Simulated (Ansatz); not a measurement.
Input (CCSDT(Q)/cc-pVQZ; Ansatz, a quantum-chemistry and plane-wave program):

Ansatz 0.2 input:
```yaml
crystal:
  periodic: [false, false, false]
  atoms:
    - {symbol: B, position_ang: [-0.00000000, -0.00000000, -0.73975084]}
    - {symbol: O, position_ang: [0.00000000, 0.00000000, 0.46234428]}
basis:
  gaussian:
    orbitals: cc-pVQZ
magnetization: {spin_polarized: true, initial_magnetization: 1}
correlation: {method: ccsdt_q, electrons: outside_noble_gas}
```

Output:

```
Functional definition: HF
integrals: 0.37 GiB planned
1315 factors; integrals over basis functions are off by at most 2.0e-7 eV
mean field: 0.27 GiB planned
mean field evaluation 1: about -2705.1706 eV, gradient 3.0e1 eV
mean field evaluation 2: about -2705.1710 eV, gradient 3.0e1 eV
mean field evaluation 4: about -2709.0073 eV, gradient 3.1e0 eV
mean field evaluation 8: about -2709.2747 eV, gradient 4.0e-1 eV
mean field evaluation 16: about -2706.1005 eV, gradient 2.9e1 eV
mean field evaluation 32: about -2708.5259 eV, gradient 7.4e0 eV
mean field evaluation 64: about -2704.0565 eV, gradient 7.1e0 eV
mean field evaluation 96: about -2706.6629 eV, gradient 1.8e-1 eV
mean field -2709.28498878 eV, -99.5643869184 hartree, gradient 9.5e-6 eV, S^2 0.799085; 3 other end points of the search recorded, 0 dependent functions left out
determinant -2709.28498878 eV, -99.5643869184 hartree, with singles and doubles -2718.05169249 eV, -99.8865573373 hartree
determinant -2706.66350555 eV, -99.4680491867 hartree, with singles and doubles -2714.71474446 eV, -99.7639267592 hartree
2 core orbitals not correlated
reference -2709.28498878 eV, -99.5643869184 hartree; 5, 4 occupied and 103, 104 virtual orbitals, 1315 factors
second order -8.72663719 eV of doubles, -0.00000000 eV of singles
coupled cluster: 3.63 GiB planned
cycle   1  -8.29999014 eV  change    4.3e-1 eV  update   1.1e-1
cycle   2  -8.78071321 eV  change   -4.8e-1 eV  update   6.7e-2
cycle   3  -9.12646823 eV  change   -3.5e-1 eV  update   2.8e-2
cycle   4  -9.14503682 eV  change   -1.9e-2 eV  update   1.5e-2
cycle   5  -9.09988338 eV  change    4.5e-2 eV  update   9.2e-3
cycle   6  -9.10377170 eV  change   -3.9e-3 eV  update   4.7e-3
cycle   7  -9.12536190 eV  change   -2.2e-2 eV  update   2.3e-3
cycle   8  -9.12308550 eV  change    2.3e-3 eV  update   8.2e-4
cycle   9  -9.12070487 eV  change    2.4e-3 eV  update   4.3e-4
cycle  10  -9.12175444 eV  change   -1.0e-3 eV  update   2.3e-4
cycle  11  -9.12147526 eV  change    2.8e-4 eV  update   1.2e-4
cycle  12  -9.12138975 eV  change    8.6e-5 eV  update   6.3e-5
cycle  13  -9.12143423 eV  change   -4.4e-5 eV  update   3.4e-5
cycle  14  -9.12145705 eV  change   -2.3e-5 eV  update   2.1e-5
cycle  15  -9.12143237 eV  change    2.5e-5 eV  update   1.2e-5
cycle  16  -9.12143059 eV  change    1.8e-6 eV  update   9.7e-6
cycle  17  -9.12143921 eV  change   -8.6e-6 eV  update   4.4e-6
cycle  18  -9.12143508 eV  change    4.1e-6 eV  update   2.4e-6
cycle  19  -9.12143369 eV  change    1.4e-6 eV  update   1.0e-6
cycle  20  -9.12143394 eV  change   -2.5e-7 eV  update   4.9e-7
perturbative correction -0.03154874 eV, -0.0011593949 hartree
Total energy: -2718.43797146 eV, -99.9007528278 hartree
```

The determinant is spin-contaminated: <S^2> is 0.80, 0.05 over the pure value.
